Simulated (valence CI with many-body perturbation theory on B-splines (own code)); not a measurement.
# Energy levels of Sr31+

Computed by valence CI with perturbative core correlation (CI+MBPT): five valence electrons over a frozen Dirac-Fock core [He], radial functions for each j: 11 s, 11 p, 10 d, 8 f, 5 g, 2 h, with the one-electron correlation potential Σ1 (screened to all orders), the two-electron term Σ2, the three-electron term Σ3, Breit, model QED; selected single and double excitations, second order for the rest, scaled by the run's own slope (own B-spline code, finite nucleus).

No measured spectrum was set against this ion. As an estimate, large intervals hold to a few tenths of a per cent, small ones and those within an open d or f shell to about a per cent. Among the levels kept, up to 5800 cm⁻¹ of a level comes from second order outside the variational space, and about a tenth of that is noise between levels of different J, which matters for small intervals.

Levels 181 to 206 of 206, with energies above the lowest level, (2s^2 2p1/2^2 2p3/2) J=3/2. "Leading %" is the weight of the configuration and term that name the level; weights of strongly mixed levels are sums over their largest components and can fall short, so below about 35 % the name and the second component can differ from the true leading terms, or belong to a minority configuration. In the jj column 3d3/2^4 stands for four electrons in 3d with j = 3/2. Lifetimes count E1, E2, E3, M1 and M2 decay at the calculated energies, and are blank where another channel may lead or the interval is too uncertain; long ones can be off by a factor of two.

```tsv
No.	Configuration	Term	J	E (eV)	Leading %	Second component	Lifetime	Leading jj
181	2s2p³3d	²F°	7/2	2544.7	38	29 % 2s2p³3d ²G°	24.6 fs	2s 2p1/2 2p3/2^2 3d5/2 (76 %)
182	2s2p³3d	²P°	3/2	2545.6	40	13 % 2s2p³3d ⁴P°	13.9 fs	2s 2p1/2 2p3/2^2 3d3/2 (43 %)
183	2s2p³3p	²P	3/2	2545.6	42	25 % 2s2p³3p ²D	46.7 fs	2s 2p3/2^3 3p3/2 (75 %)
184	2s2p³3d	²P°	1/2	2545.8	40	19 % 2s2p³3d ⁴P°	9.50 fs	2s 2p1/2 2p3/2^2 3d3/2 (70 %)
185	2s2p³3d	⁴D°	5/2	2546.7	38	10 % 2s2p³3d ⁴F°	13.2 fs	2s 2p1/2 2p3/2^2 3d3/2 (68 %)
186	2s2p³3p	²D	5/2	2547.2	48	28 % 2s2p³3p ⁴P	155 fs	2s 2p3/2^3 3p3/2 (76 %)
187	2s2p³3d	⁴D°	3/2	2549.3	45	26 % 2s2p³3d ²D°	11.5 fs	2s 2p1/2 2p3/2^2 3d3/2 (82 %)
188	2s2p³3d	²P°	1/2	2549.3	39	26 % 2s2p³3d ²S°	9.46 fs	2s 2p1/2 2p3/2^2 3d5/2 (72 %)
189	2s2p³3d	⁴D°	7/2	2550.2	42	26 % 2s2p³3d ²F°	28.8 fs	2s 2p1/2 2p3/2^2 3d5/2 (82 %)
190	2s2p³3d	²F°	5/2	2550.9	48	21 % 2s2p³3d ²D°	10.8 fs	2s 2p1/2 2p3/2^2 3d5/2 (67 %)
191	2s2p³3d	⁴D°	1/2	2551.5	57	31 % 2s2p³3d ²P°	9.63 fs	2s 2p1/2 2p3/2^2 3d3/2 (83 %)
192	2s2p³3p	²P	1/2	2554.8	54	32 % 2s2p³3p ²S	28.1 fs	2s 2p3/2^3 3p3/2 (76 %)
193	2s2p³3d	²D°	3/2	2555.0	47	34 % 2s2p³3d ²P°	19.4 fs	2s 2p1/2 2p3/2^2 3d5/2 (84 %)
194	2s2p³3d	²D°	3/2	2558.1	42	28 % 2s2p³3d ²P°	7.51 fs	2s 2p1/2 2p3/2^2 3d5/2 (62 %)
195	2p⁴3s	⁴P	5/2	2560.5	74	17 % 2p⁴3s ²D	316 fs	2p1/2^2 2p3/2^2 3s (88 %)
196	2s2p³3d	²D°	5/2	2563.4	47	19 % 2s2p³3d ²F°	9.28 fs	2s 2p1/2 2p3/2^2 3d5/2 (65 %)
197	2p⁴3s	²P	3/2	2566.6	35	14 % 2p⁴3s ²D	72.0 fs	2p1/2^2 2p3/2^2 3s (55 %)
198	2s2p³3p	²P	1/2	2566.7	44	25 % 2s2p³3p ⁴P	161 fs	2s 2p3/2^3 3p1/2 (80 %)
199	2s2p³3p	²D	3/2	2568.8	22	19 % 2p⁴3s ²P	93.4 fs	2s 2p3/2^3 3p1/2 (51 %)
200	2s2p³3p	²D	5/2	2579.3	55	27 % 2s2p³3p ⁴P	79.7 fs	2s 2p3/2^3 3p3/2 (86 %)
201	2s2p³3p	²P	3/2	2581.5	60	10 % 2s2p³3p ²D	151 fs	2s 2p3/2^3 3p3/2 (88 %)
202	2p⁴3s	²S	1/2	2588.6	40	32 % 2p⁴3s ⁴P	178 fs	2p1/2^2 2p3/2^2 3s (79 %)
203	2s2p³3d	²G°	9/2	2592.9	49	40 % 2s2p³3d ⁴F°	8.13 ps	2s 2p3/2^3 3d5/2 (79 %)
204	2s2p³3d	⁴P°	1/2	2595.3	36	35 % 2s2p³3d ²S°	10.7 fs	2s 2p3/2^3 3d3/2 (69 %)
205	2s2p³3d	²P°	3/2	2596.1	35	24 % 2s2p³3d ⁴P°	11.3 fs	2s 2p3/2^3 3d3/2 (58 %)
206	2s2p³3p	²P	1/2	2597.3	39	25 % 2s2p³3p ²S	250 fs	2s 2p3/2^3 3p3/2 (73 %)
```
